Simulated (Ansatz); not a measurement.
`C[CH](C)[Sn][NH2]` + H–F → `C[CH](C)[Sn][F]` + NH₃ at 400 K and 1 bar (ligand exchange at the Sn–N bond).

Program: Ansatz. Geometries: PBE0-D4/def2-TZVP. ΔE: electronic, gas phase. CCSD(T)/CBS is the MP2 limit (def2-TZVPP, def2-QZVPP) plus CCSD(T) − MP2 in def2-TZVPP, frozen cores. This one scheme is used for every species. def2 core potentials past Kr. For Sn outer-core shells are correlated without core-valence functions, which leaves a few kJ/mol of doubt a bond. Each species was taken in one conformer, which may not be the lowest.

```tsv
species	CCSD(T)/CBS energy (Eh)	H − E (kJ/mol)	S (J/(mol·K))
`C[CH](C)[Sn][NH2]`	-388.31924	346.5	419.1
H–F	-100.39570	36.5	182.2
`C[CH](C)[Sn][F]`	-432.22802	281.0	408.0
NH₃	-56.50880	104.2	203.1
```

H − E and S are ideal-gas, rigid-rotor, harmonic terms from PBE0-D4/def2-TZVP, for one conformer and one mirror image of each species. 1 Eh = 2625.50 kJ/mol, R = 8.31446 J/(mol·K).

Task: By hand: ΔE, ΔH, ΔS and ΔG.

Result: ΔE = (-432.22802) + (-56.50880) − (-388.31924) − (-100.39570) = -0.02188 Eh = -57.4 kJ/mol. Δ(H − E) = 281.0 + 104.2 − 346.5 − 36.5 = 2.2, so ΔH = -55.2 kJ/mol. ΔS = 408.0 + 203.1 − 419.1 − 182.2 = 9.8 J/(mol·K). ΔG = -55.2 − 400 × (9.8)/1000 = -59.1 kJ/mol.

Task: By hand: the equilibrium constant, and the temperature at which ΔG would vanish if ΔH and ΔS stayed fixed.

Result: log₁₀ K = −ΔG/(RT ln 10) = 7.7. ΔH and −TΔS have one sign here, so there is no such temperature.

The number of gas molecules stays the same, so ΔS is small and ΔH decides. A doubt of 5 kJ/mol in ΔE shifts log₁₀ K by 0.7 here. Other conformers and mirror images would add mixing entropy, several J/(mol·K) or more a flexible species. Modes under 60 cm⁻¹, often nearly free rotors, make the harmonic entropy too high. These are equilibria of isolated gas molecules and say nothing of rates. Largest T1 diagnostic: 0.015 (customary marks: 0.02 for closed shells, 0.045 for open ones).

ΔS is within the doubt of such terms, so its sign, and with it that verdict, could turn.
